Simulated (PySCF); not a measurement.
Computed properties of Be(NH2)(SH) (BeH3NS), SMILES [NH2][Be][SH]

Be(NH2)(SH) (BeH₃NS), SMILES [SH][Be][NH2]. The structure is a stationary point at B3LYP-D3(BJ)/def2-TZVP. The values are those of a single conformer. All values are computed for the isolated molecule unless a solvent is named; none is compared with measurement here.

**Structure.** The optimised structure has Cs symmetry. All 12 harmonic modes at B3LYP-D3(BJ)/def2-TZVP (PySCF) are real, so it is a minimum. With heavy atoms numbered as in [Be:1]([NH2:2])[SH:5], the shortest bond between them is Be1–N2 at 1.498 Å and the longest Be1–S5 at 1.914 Å.

**Vibrations.** The strongest infrared lines (harmonic, unscaled, degenerate partners summed) lie at 1284 cm⁻¹ (273 km/mol, Be 75 %, N 16 %), 403 cm⁻¹ (186 km/mol, H 77 %, N 21 %), 1577 cm⁻¹ (104 km/mol, H 87 %, N 12 %). The softest mode is at 219 cm⁻¹ and the zero-point energy is 22.5 kcal/mol.

**Electronic structure.** HF/def2-TZVPD (PySCF) places the frontier levels at -10.19 and 1.07 eV, a gap of 11.26 eV, and gives a dipole moment of 2.05 D and a mean polarisability of 43.7 bohr³.

**Excitations.** TDA-B3LYP/def2-SVPD (PySCF) has S1 at 5.76 eV (215 nm, f = 0.057, bright); the most intense of the 10 singlets computed lies at 5.88 eV (f = 0.06). T1 (TDA) is at 5.41 eV, 0.35 eV under S1. No vertical singlet excitation falls in the visible range (under 3.1 eV).

**NMR.** GIAO shifts at PBE0/pcSseg-2 (PySCF) (non-relativistic, atoms alike by connectivity averaged): ¹H from 0.2 to 1.2 ppm against TMS.
